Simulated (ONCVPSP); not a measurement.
## Os (Z = 76), ONCV: configuration errors across variants

Os, optimised norm-conserving Vanderbilt (ONCV), made with ONCVPSP 4.0.1 (revPBE, fully relativistic). Core [Kr] 4d10 4f14, reference 5s2 5p6 5d6 6s1.75 6p0.25. Waves: 5s+6s: rc 1.70 bohr, ncon 4, nbas 8, qcut 7.4 1/bohr, 2 projectors; 5p+6p: rc 1.55 bohr, ncon 4, nbas 9, qcut 10.5 1/bohr, 2 projectors; 5d: rc 2.40 bohr, ncon 4, nbas 8, qcut 6.6 1/bohr, 2 projectors, debl 0.9 Ha. Local part: polynomial inside 1.05 bohr (lpopt 5, dvloc0 0 Ha). Core correction: Teter function, fcfact 2.75, rcfact 1.7.

Open shells are filled in proportion to 2j + 1.

All-electron excitation energies from the reference (eV): (1) 5s2 5p6 5d6 6s2 6p0 -1.212; (2) 5s2 5p6 5d6 6s1 6p0 8.286; (3) 5s2 5p5 5d6 6s2 6p0 56.410.

1 further variants failed, have other tests or too few solved ones, and are left out.

Errors AE − PS in meV (a dash: test not solved or not reliable):

| change | (1) | (2) | (3) | bound ghosts | GHOST(+) flags above zero |
| --- | --- | --- | --- | --- | --- |
| base | -0.1 | -1.7 | -79 | none | s, d5/2 |
| core correction Teter function, fcfact 2.75, rcfact 1.32 | -0.1 | 0.0 | -67 | none | s, d5/2 |
| s: qcut 9.7 | -0.1 | -1.2 | -84 | none | s, d5/2 |
| local potential polynomial inside 1.05 bohr (lpopt 5, dvloc0 2 Ha) | -0.1 | -1.7 | -79 | none | s, d5/2 |
| d: qcut 8.8 | -0.1 | -1.8 | -67 | none | s, d3/2 |

**Question.** Give the same row for: core correction Teter function, fcfact 4.6, rcfact 1.7.

**Answer.** -0.2, -2.6, -86; bound ghosts: none; GHOST(+) flags above zero: s, d5/2.
